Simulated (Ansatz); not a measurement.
Computed with Ansatz on PBE0-D4/def2-TZVP structures; ΔE is electronic, products minus reactants. CCSD(T)/CBS adds triple-zeta CCSD(T) − MP2 to the extrapolated MP2 energy (def2 sets, frozen cores). This one scheme is used for every species, atoms too. Functionals use def2-TZVPP. B3LYP here is the variant with VWN-RPA as its local correlation; programs differ in this. HSE06 is defined as in plane-wave codes. Open shells (•) are unrestricted, without spin–orbit coupling. Elements past krypton have def2 core potentials. For Sb outer-core shells are correlated without core-valence functions, so the limit isn't a true one: a few kJ/mol of doubt a bond, and 10 to 20 or more in all where bonds break to atoms.

Reaction (hydrogen abstraction from the Sb–H bond): `[CH3][SbH][SiH3]` + H• → `[CH3][Sb][SiH3]`• + H₂

```csv
level,ΔE (kJ/mol),difference from CCSD(T)/CBS
LDA (SPW92),-149.0,13.7
PBE-D4,-155.9,6.8
revPBE-D4,-163.9,-1.2
BLYP-D4,-170.9,-8.2
r2SCAN-D4,-167.8,-5.1
B97M-V,-154.7,8.0
PBE0-D4,-156.3,6.4
B3LYP-D4,-171.1,-8.4
r2SCANh-D4,-168.2,-5.5
r2SCAN0-D4,-168.8,-6.1
HSE06-D4,-156.8,5.9
BHLYP-D4,-169.3,-6.6
CAM-B3LYP-D4,-166.5,-3.8
ωB97X-V,-157.8,4.9
ωB97M-V,-166.2,-3.5
B2PLYP,-167.6,-4.9
PBE-QIDH,-156.4,6.3
PBE,-157.7,5.0
BLYP,-174.7,-12.0
r2SCAN,-168.3,-5.6
PBE0,-157.9,4.8
B3LYP,-174.0,-11.3
r2SCANh,-168.8,-6.1
r2SCAN0,-169.4,-6.7
HSE06,-158.2,4.5
CAM-B3LYP,-168.1,-5.4
LC-ωPBE,-158.9,3.8
HF/def2-SVP,-144.5,18.2
MP2/def2-SVP,-149.3,13.4
CCSD/def2-SVP,-161.1,1.6
CCSD(T)/def2-SVP,-159.2,3.5
HF/def2-TZVPP,-149.8,12.9
MP2/def2-TZVPP,-153.8,8.9
SCS-MP2/def2-TZVPP,-161.6,1.1
CCSD/def2-TZVPP,-166.4,-3.7
CCSD(T)/def2-TZVPP,-163.2,-0.5
MP2/def2-QZVPP,-153.7,9.0
SCS-MP2/def2-QZVPP,-161.4,1.3
HF/CBS(def2),-150.4,12.3
MP2/CBS(def2),-153.2,9.5
CCSD(T)/CBS,-162.7,0
```

Largest T1 diagnostic among the species: 0.013.

At CCSD(T), def2-SVP lies +3.5 kJ/mol from the extrapolated value and def2-TZVPP −0.5 kJ/mol. Leaving LDA and LC-ωPBE aside and taking each functional with its dispersion term where it has one, the values spread over 16.4 kJ/mol, from B3LYP-D4 to B97M-V. LDA lies +8.7 kJ/mol from PBE without D4.
